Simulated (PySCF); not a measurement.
A calculated (TPSSh, PySCF 2.14, def2-TZVPPD, the non-relativistic Hamiltonian (point nucleus)) atom or ion has these occupied shells.

| shell | electrons | orbital energy (eV) | rms radius, mean of both spins (bohr) |
| --- | --- | --- | --- |
| 1s α | 1 | -2417.3 | 0.113 |
| 1s β | 1 | -2416.9 | 0.113 |
| 2s α | 1 | -217.06 | 0.522 |
| 2s β | 1 | -216.57 | 0.522 |
| 2p α | 3 | -161.23 | 0.494 |
| 2p β | 3 | -160.71 | 0.494 |
| 3s α | 1 | -20.176 | 1.81 |
| 3p α | 3 | -9.101 | 2.23 |
| 3p β | 2 | -6.972 | 2.23 |

Question: Name the element and its charge.

Answer: S (sulfur, neutral), in [Ne] 3s1 3p5, high-spin 3P determinant (an excited configuration).
